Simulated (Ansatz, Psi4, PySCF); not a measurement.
C₄H₇, doublet, at a GFN2-xTB geometry. Base run: WB97X/cc-pVDZ (PySCF).

Input for PySCF:
```python
from pyscf import gto, scf, dft

mol = gto.Mole()
mol.atom = '''
    C    -0.194952    0.156859    1.403666
    C    -0.001194    0.082410    0.043784
    H    -0.293780    1.106309    1.898547
    H    -0.253923   -0.725966    2.013739
    C     0.075906    1.211654   -0.740905
    H     0.227959    1.147651   -1.802926
    H    -0.014872    2.193241   -0.312045
    C     0.110667   -1.267270   -0.613767
    H     0.387261   -2.030937    0.108215
    H    -0.847354   -1.543913   -1.053266
    H     0.852147   -1.248297   -1.408931
'''
mol.basis = 'cc-pvdz'
mol.charge = 0
mol.spin = 1
mol.verbose = 4
mol.build()

mf = dft.UKS(mol)
mf.xc = 'wb97x'
mf.kernel()
```

The same geometry, method and basis name were run in Ansatz (a program for electronic structure) and Psi4 and PySCF, at each program's defaults and at the settings that a row names. The base is PySCF at its defaults. Differences at the defaults can come from grids, fitting, cores and function types together.

```tsv
code and settings	ΔE vs base (mEh)	basis functions	E (Eh)	SCF cycles	dipole (D)
PySCF, defaults (exact integrals, its default grid, spherical functions)	0.000	91	-156.53307	11	0.31
Psi4, defaults (density fitting with its default set, its default grid, spherical functions)	-0.011	91	-156.53308	9	0.31
Ansatz, defaults (factorised integrals, its default grid, spherical functions)	0.012	91	-156.53306	-	-
PySCF, density fitting with def2-universal-jkfit	-0.075	91	-156.53315	11	0.31
PySCF, fine grid	0.004	91	-156.53307	11	0.31
Psi4, exact integrals, spherical functions, fine grid	0.004	91	-156.53307	14	0.31
Ansatz, high accuracy	0.003	91	-156.53307	-	-
```

Open shells are given as the SCF converged; they aren't shown to be the lowest states, and a large step between rows can be another state.
